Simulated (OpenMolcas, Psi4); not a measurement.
How methods differ on C2H7Ga (SMILES [CH3][GaH][CH3])

C2H7Ga: 10 atoms, total charge 0, spin state singlet. As SMILES, `[CH3][GaH][CH3]`. The shape is that of a PBE0-D4/def2-TZVP optimisation.

Quantity: the dipole moment, in D. The values are calculated.

| level | kind | program | value (D) | CPU time |
| --- | --- | --- | --- | --- |
| HF/def2-SVP | Hartree–Fock | OpenMolcas | 0.58 | 16 s |
| BLYP/def2-SVP | GGA | OpenMolcas | 0.74 | 51 s |
| PBE/def2-SVP | GGA | OpenMolcas | 0.74 | 52 s |
| revPBE/def2-SVP | GGA | OpenMolcas | 0.73 | 56 s |
| M06-2X/def2-SVP | hybrid meta-GGA | OpenMolcas | 0.65 | 62 s |
| PBE0/def2-SVP | global hybrid | OpenMolcas | 0.68 | 52 s |
| TPSSh-D3(BJ)/def2-SVP (density fitting) | hybrid meta-GGA | Psi4 | 0.72 | 25 s |
| wB97M-V/def2-SVP | range-separated hybrid | Psi4 | 0.63 | 12 min |

All-electron rows without a relativistic Hamiltonian named are non-relativistic. The values span 0.58 to 0.74 D. Magnitudes only. CPU times are rough (shared hosts, several kinds of processor): they show what a rung costs within a factor of a few.
